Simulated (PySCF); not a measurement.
**How methods differ on the excitation energy of Sb⁺**

Sb⁺ [Kr] 4d10 5s2 5p2 (3P) → Sb⁺ [Kr] 4d10 5s1 5p3 (5S), as a difference of total energies. Calculation: PySCF 2.14, in dyall-av2z; the non-relativistic Hamiltonian (point nucleus). Correlated levels: valence: [Kr] 4d10 frozen; virtual orbitals above 40 to 60 times the deepest correlated orbital energy dropped. The calculations carry no spin-orbit coupling.

| method | excitation energy (eV) |
| --- | --- |
| UHF | 3.175 |
| MP2 (valence) | 3.897 |
| SCS-MP2 (valence) | 4.205 |
| CCSD (valence) | 4.183 |
| CCSD(T) (valence) | 4.204 |

**Question.** How much does correlation contribute at CCSD(T) (valence)?

**Answer.** 4.204 − (3.175) = 1.029 eV, measured against UHF.

These non-relativistic numbers lack the scalar-relativistic shift.

For comparison: 5.897 eV (measured; NIST levels, between the centres of gravity of the two terms).
